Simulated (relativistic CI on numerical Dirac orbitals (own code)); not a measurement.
# Ni⁴⁺ in a cubic cluster: L2,3 absorption with charge transfer

Computed with a charge-transfer multiplet model of a cubic metal-ligand cluster with up to 3 ligand holes, Slater and spin-orbit integrals from Dirac-Coulomb-Breit ions, Slater integrals scaled by 0.7. The ground state mixes d6 with configurations of k ligand holes L, whose averages lie at kΔ + k(k − 1)U_dd/2; a core hole lowers each added d electron by U_cd. 20 K, Lorentzian 0.4 eV and Gaussian 0.3 eV FWHM.

Atomic integrals in eV (Slater integrals scaled, ζ unscaled), ground: F2dd 9.934, F4dd 6.234, zeta_d 0.099; with the core hole: F2dd 10.444, F4dd 6.555, zeta_d 0.124, zeta_core 11.400, F2cd 6.313, G1cd 4.879, G3cd 2.777.

Cluster parameters (eV): U_dd = 8.2, U_cd = 9.2, 10Dq = 1.95, 10Dq(ligand) = 0.7, V(eg) = 1.85, V(t2g) = -0.99, final-state hopping factor = 1.

```tsv
Case	n_d	d6	d7L	d8L2	d9L3	S
Δ = -1.8 eV	6.86	0.26	0.62	0.11	0.00	0.04
Δ = -0.8 eV	6.75	0.34	0.58	0.09	0.00	0.05
Δ = 0.2 eV	6.65	0.42	0.52	0.06	0.00	0.05
Δ = 1.2 eV	6.55	0.50	0.46	0.04	0.00	0.06
Δ = 4.2 eV	6.30	0.71	0.27	0.01	0.00	0.08
```

Weights, n_d and S are thermal averages at 20 K. Photon energies count from the first peak over 30 % of the highest in each spectrum, which can be another peak from case to case. The parameters are a model scan and need not match a compound or its usual spin state. Peaks in eV (height, largest 100):
- Δ = -1.8 eV: 0.0 (100), 2.0 (24), 17.1 (54), 18.9 (8), 19.8 (6)
- Δ = -0.8 eV: -1.5 (5), 0.0 (100), 2.1 (25), 17.1 (57), 18.8 (10), 19.8 (6)
- Δ = 0.2 eV: -1.7 (5), 0.0 (100), 2.2 (27), 17.0 (59), 18.7 (11), 19.9 (5)
- Δ = 1.2 eV: -1.8 (6), 0.0 (100), 2.4 (24), 16.9 (56), 18.8 (11)
- Δ = 4.2 eV: -2.0 (8), 0.0 (100), 2.3 (28), 4.0 (8), 16.8 (50), 18.4 (13)

Curve for Δ = -1.8 eV (points under 2 left out, the grid thinned):

E (eV), Intensity and a bar:
```
     -1.9        2.3 
     -1.6        4.2 #
     -1.3        4.7 #
     -1.1        5.3 #
     -0.8        8.9 ##
     -0.5       21.6 ######
     -0.2       68.8 ####################
      0.0      100.0 ##############################
      0.3       61.2 ##################
      0.6       24.2 #######
      0.9       12.9 ###
      1.2       10.7 ###
      1.4       11.0 ###
      1.7       16.3 ####
      2.0       24.4 #######
      2.3       18.7 #####
      2.5       16.9 #####
      2.8       15.7 ####
      3.1       13.8 ####
      3.4       10.5 ###
      3.6        7.5 ##
      3.9        4.5 #
      4.2        3.0 
      4.5        2.3 
      6.8        2.1 
      7.0        2.5 
      7.3        2.7 
     15.9        2.2 
     16.2        3.9 #
     16.4        6.5 #
     16.7       19.2 #####
     17.0       52.1 ###############
     17.3       34.2 ##########
     17.6       11.4 ###
     17.8        7.3 ##
     18.1        5.7 #
     18.4        6.2 #
     18.7        7.7 ##
     18.9        8.2 ##
     19.2        5.7 #
     19.5        5.3 #
     19.8        6.3 #
     20.0        5.2 #
     20.3        3.2 
     20.6        2.2
```

For the case Δ = 1.2 eV, Δ = 1.2 eV is smaller than U_dd = 8.2 eV, the charge-transfer side of the Zaanen-Sawatzky-Allen scheme. With the core hole the configuration with one ligand hole lies at Δ + U_dd − U_cd = -2.8, -1.8, -0.8, 0.2, 3.2 eV from the one without, in the order of the table; where this is negative the screened configuration lies lower, though the effective hopping of about 3.4 eV (from the holes of the mixed ground state) mixes the two strongly wherever it is as large as the gap.
